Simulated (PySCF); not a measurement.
Structure problem from calculated spectra and properties.

Elements present: C, F, H, S and Si. Monoisotopic mass: 193.9873 u.

| Item | Value |
| --- | --- |
| Rotational structure | rotational constants A, B, C: 1.694, 0.301, 0.269 GHz [GFN2-xTB] |
| 13C NMR | chemical shifts (computed TMS as zero) by class: 115.6 (1 C), 97.5 (1 C), 79.8 (1 C), -10.8 (1 C) ppm [GIAO PBE0/pcSseg-1] |
| NMR, other nuclei | isotropic shieldings of nuclei other than C and H, by class: 424 (1 F), 387 (1 Si), 402 (1 Si), 410 (1 Si), 819 (1 S) ppm [GIAO PBE0/pcSseg-1] |
| 1H NMR | chemical shifts (computed TMS as zero) by class: 5.60 (1 H), 5.23 (1 H), 5.09 (1 H), 4.59 (3 H), 4.41 (1 H), 4.26 (1 H), 0.60 (3 H) ppm [GIAO PBE0/pcSseg-1] |
| Dipole | 1.33 D [PBE0/pcSseg-1] |

Electronic properties: PySCF, gas phase, density fitting. Levels stand in brackets. Isolated species at its GFN2-xTB geometry (one conformer only). Each NMR value is the plain mean over a class of atoms that symmetry, rotation or inversion makes alike.

Question: Which formula fits the mass and the elements?

Answer: C4H11FSSi3 (calculated 193.9873). No other formula that holds each of these elements comes within 0.0003 u with a fitting electron parity and a possible valence count.

Question: Propose a structure and show how it fits.

Answer: Numbering: `[CH3:1][SiH2:2][C@H:3]([F:4])[C:5]#[C:6][SiH2:7][S:8][SiH3:9]`. Its formula, C4H11FSSi3, gives 2 degrees of unsaturation: 0 rings and 2 π bonds in the structure found. 4 carbons fall into 4 classes; from least to most shielded: alkyne carbon [C5] (115.6 ppm), alkyne carbon [C6] (97.5 ppm), sp3 C–F carbon [C3] (79.8 ppm), Si-methyl carbon [C1] (-10.8 ppm). Hydrogen classes from least to most shielded: 1 H on an sp3 C–F carbon, C3 (5.60 ppm), 1 H on an SiH2 silicon, Si7 (5.23 ppm), 1 H on an SiH2 silicon, Si7 (5.09 ppm), 3 H on an SiH3 silicon, Si9 (4.59 ppm), 1 H on an SiH2 silicon, Si2 (4.41 ppm), 1 H on an SiH2 silicon, Si2 (4.26 ppm), 3 H on an Si-methyl carbon, C1 (0.60 ppm, a mean of values up to 0.8 ppm apart in this geometry). The other shieldings belong to: 424 ppm, alkyl fluorine [F4]; 387 ppm, SiH2 silicon [Si2]; 402 ppm, SiH2 silicon [Si7]; 410 ppm, SiH3 silicon [Si9]; 819 ppm, sulfur bonded to 2 Si [S8]. The optimised geometry has point group C1 and is an asymmetric top. Structure: `C[SiH2][C@H](F)C#C[SiH2]S[SiH3]`. The assignments are read from this structure; whether some other isomer fits the data as well wasn't checked. The mirror image fits equally.

Shape of the structure used: `[CH3:1][SiH2:2][C@H:3]([F:4])[C:5]#[C:6][SiH2:7][S:8][SiH3:9]`: C1–Si2–C3–F4 69°, C6–Si7–S8–Si9 -172°.
